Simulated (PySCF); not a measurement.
C5H3F3S, SMILES c1ccc(C(F)(F)F)s1, GFN2-xTB optimised geometry.

```
12

F      1.58     0.46     0.00
C      0.24     0.46     0.00
F     -0.13     1.75     0.00
F     -0.14    -0.04     1.18
C     -0.34    -0.31    -1.13
C     -1.21    -1.36    -1.06
C     -1.57    -1.85    -2.33
C     -0.96    -1.16    -3.34
S      0.06     0.09    -2.76
H     -1.58    -1.75    -0.13
H     -2.24    -2.67    -2.48
H     -1.05    -1.33    -4.39
```

Density from PySCF with B3LYP/def2-TZVP at that geometry.

Minimum of the electron density along straight lines between bonded atoms, close to the bond critical point (lines longer than 1.1 times the sum of covalent radii, or with two minima, are not listed):

```csv
bond,length / Å,ρ at the minimum / e bohr⁻³,∇²ρ there / e bohr⁻⁵,position (fraction from the first atom)
F1–C2,1.346,0.284,-0.56,0.65
C2–F3,1.347,0.284,-0.56,0.35
C2–F4,1.341,0.286,-0.53,0.34
C2–C5,1.486,0.283,-0.81,0.53
C5–C6,1.364,0.331,-0.97,0.52
C6–C7,1.409,0.308,-0.90,0.50
C7–C8,1.359,0.336,-1.01,0.49
C5–S9,1.727,0.214,-0.44,0.49
C8–S9,1.714,0.220,-0.47,0.48
C6–H10,1.075,0.292,-1.07,0.65
C7–H11,1.074,0.291,-1.06,0.65
C8–H12,1.072,0.293,-1.07,0.65
```
